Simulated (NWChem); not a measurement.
# Atomisation of CH3Si

```xyz
5

C      1.1006    -0.0867     0.0000
Si    -0.7937     0.0462     0.0000
H      1.5375    -0.5499     0.9008
H      1.4341     0.9735     0.0000
H      1.5375    -0.5499    -0.9008
```
Charge 0, spin multiplicity 2.

All runs are NWChem calculations. All single points use one geometry, from UPBE0/def2-SVP, a minimum by its harmonic frequencies.

Basis set: def2-TZVP. The atomisation energy is electronic alone: no zero-point, thermal, spin-orbit or counterpoise terms. No value is extrapolated to the basis-set limit. Free atoms are single determinants with multiplicities C 3, Si 3, H 2. Correlated methods freeze the same cores in atoms and molecule, 6 orbitals in all.

B3LYP has NWChem's definition, with VWN1-RPA local correlation. This spin state was chosen for the runs; another may lie lower. The structure started from a generated list of species. The unpaired electrons of the parent sit in orbitals of symmetry a" (Cs labels of the run); other states weren't searched. No SCF solution was tested for a lower state. Open-shell Hartree-Fock references start from PBE0 orbitals.

### Question
For the atomisation energy, CAM-B3LYP gives 379.0 kcal/mol and MP2 gives 363.0 kcal/mol. What do PBE0, r2SCAN, B3LYP give?

### Answer
PBE0: 378.2 kcal/mol; r2SCAN: 378.5 kcal/mol; B3LYP: 377.5 kcal/mol.
